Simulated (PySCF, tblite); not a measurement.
Isomers of C6H10Cl2Si, one GFN2-xTB conformer each. Single-point energies are computed at PBE0/pcSseg-1 (PySCF, gas phase, no added dispersion term), electronic only.

```csv
SMILES,GFN2-xTB relative energy (kJ/mol)
C=C=C(C)[Si@H](Cl)CCCl,144.0
CCCC=C=C[SiH](Cl)Cl,0.0
C=C[C@@H](Cl)[C@@H](Cl)[C@@H]1C[SiH2]1,273.9
C=C(C)[C@@]1(C(Cl)Cl)C[SiH2]1,256.5
ClC[C@@H]1C=CCC[Si@@H]1Cl,20.6
```

Conformers: `[CH2:1]=[C:2]=[C:3]([CH3:4])[Si@H:5]([Cl:6])[CH2:7][CH2:8][Cl:9]` with C2–C3–Si5–Cl6 116°, C3–Si5–C7–C8 166°, Si5–C7–C8–Cl9 179°; `[CH3:1][CH2:2][CH2:3][CH:4]=[C:5]=[CH:6][SiH:7]([Cl:8])[Cl:9]` with C1–C2–C3–C4 179°, C2–C3–C4–C5 121°, C5–C6–Si7–Cl8 -2°; `[CH2:1]=[CH:2][C@@H:3]([Cl:4])[C@@H:5]([Cl:6])[C@@H:7]1[CH2:8][SiH2:9]1` with C1–C2–C3–Cl4 120°, C2–C3–C5–Cl6 173°, C3–C5–C7–C8 169°; `[CH2:1]=[C:2]([CH3:3])[C@@:4]1([CH:5]([Cl:6])[Cl:7])[CH2:8][SiH2:9]1` with C1–C2–C4–C5 -100°, C2–C4–C5–Cl6 -70°; `[Cl:1][CH2:2][C@@H:3]1[CH:4]=[CH:5][CH2:6][CH2:7][Si@@H:8]1[Cl:9]` with Cl1–C2–C3–C4 -65°, C2–C3–C4–C5 -130°, C4–C5–C6–C7 -28°, C5–C6–C7–Si8 53°, C6–C7–Si8–Cl9 66°.

Q: What does PBE0/pcSseg-1 give for the same structures?

A: 
```csv
SMILES,PBE0/pcSseg-1 E (Eh),PBE0/pcSseg-1 (kJ/mol),GFN2-xTB (kJ/mol),point group
CCCC=C=C[SiH](Cl)Cl,-1443.81638,0.0,0.0,C1
ClC[C@@H]1C=CCC[Si@@H]1Cl,-1443.81181,12.0,20.6,C1
C=C=C(C)[Si@H](Cl)CCCl,-1443.77131,118.3,144.0,C1
C=C[C@@H](Cl)[C@@H](Cl)[C@@H]1C[SiH2]1,-1443.69748,312.2,273.9,C1
C=C(C)[C@@]1(C(Cl)Cl)C[SiH2]1,-1443.69478,319.3,256.5,C1
```

Both levels put the same isomer lowest; measured from each level's own lowest isomer, the values differ by up to 62.8 kJ/mol (C=C(C)[C@@]1(C(Cl)Cl)C[SiH2]1: 256.5 against 319.3). As drawn, the lowest has cumulated double bonds, which the highest lacks; the highest has a three-membered ring, which the lowest lacks. Neighbours under 10 kJ/mol apart (C=C[C@@H](Cl)[C@@H](Cl)[C@@H]1C[SiH2]1 and C=C(C)[C@@]1(C(Cl)Cl)C[SiH2]1) can change places with a better method, another conformer or zero-point energy.

Q: Which frontier levels, dipoles and rotational constants go with these structures?

A: 
| SMILES | HOMO (eV, PBE0/pcSseg-1) | LUMO (eV) | dipole (D) | A, B, C (MHz) |
| --- | --- | --- | --- | --- |
| CCCC=C=C[SiH](Cl)Cl | -7.40 | -0.61 | 2.27 | 1703, 361.7, 342.1 |
| ClC[C@@H]1C=CCC[Si@@H]1Cl | -7.37 | 0.24 | 2.52 | 1381, 677.6, 520.9 |
| C=C=C(C)[Si@H](Cl)CCCl | -7.72 | -0.46 | 2.58 | 1237, 519.9, 393.5 |
| C=C[C@@H](Cl)[C@@H](Cl)[C@@H]1C[SiH2]1 | -7.23 | -0.61 | 3.54 | 1030, 819.4, 585.3 |
| C=C(C)[C@@]1(C(Cl)Cl)C[SiH2]1 | -6.97 | -0.43 | 2.76 | 1119, 864.5, 771.4 |

Q: What happens when harmonic zero-point energies from GFN2-xTB frequencies are added?

A: 
```json
{"SMILES": "CCCC=C=C[SiH](Cl)Cl", "ZPE (kJ/mol)": "370.4", "electronic (kJ/mol)": "0.0", "with ZPE (kJ/mol)": "0.0"}
{"SMILES": "ClC[C@@H]1C=CCC[Si@@H]1Cl", "ZPE (kJ/mol)": "377.6", "electronic (kJ/mol)": "12.0", "with ZPE (kJ/mol)": "19.2"}
{"SMILES": "C=C=C(C)[Si@H](Cl)CCCl", "ZPE (kJ/mol)": "364.7", "electronic (kJ/mol)": "118.3", "with ZPE (kJ/mol)": "112.7"}
{"SMILES": "C=C[C@@H](Cl)[C@@H](Cl)[C@@H]1C[SiH2]1", "ZPE (kJ/mol)": "361.8", "electronic (kJ/mol)": "312.2", "with ZPE (kJ/mol)": "303.6"}
{"SMILES": "C=C(C)[C@@]1(C(Cl)Cl)C[SiH2]1", "ZPE (kJ/mol)": "360.7", "electronic (kJ/mol)": "319.3", "with ZPE (kJ/mol)": "309.6"}
```

The zero-point energies span 16.9 kJ/mol. The order is unchanged.
